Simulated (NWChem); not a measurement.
Species: C4H12O4Si; SMILES O([Si](OC)(OC)OC)C

```xyz
21

C      0.0000     2.1839     1.6152
O     -0.7200     1.2040     0.8867
Si     0.0000     0.0000     0.0000
O     -1.2040    -0.7200    -0.8867
C     -2.1839     0.0000    -1.6152
O      1.2040     0.7200    -0.8867
C      2.1839     0.0000    -1.6152
O      0.7200    -1.2040     0.8867
C      0.0000    -2.1839     1.6152
H      0.7564     2.6954     0.9803
H      0.5264     1.7415     2.4910
H     -0.7172     2.9420     1.9914
H     -2.9420    -0.7172    -1.9914
H     -1.7415     0.5264    -2.4910
H     -2.6954     0.7564    -0.9803
H      2.6954    -0.7564    -0.9803
H      1.7415    -0.5264    -2.4910
H      2.9420     0.7172    -1.9914
H     -0.5264    -1.7415     2.4910
H     -0.7564    -2.6954     0.9803
H      0.7172    -2.9420     1.9914
```
Atoms are numbered in this order, from 1.

Computed with NWChem. Coordinates come from a PBE-D3(BJ)/def2-SVP optimisation. No frequency run checked for a minimum.

Question: What does the run give for PBE0/aug-cc-pVDZ? Quantities: highest occupied level (eV); orbital gap (eV).

Answer: 
```yaml
highest occupied level (eV): -8.10
orbital gap (eV): 8.03
```
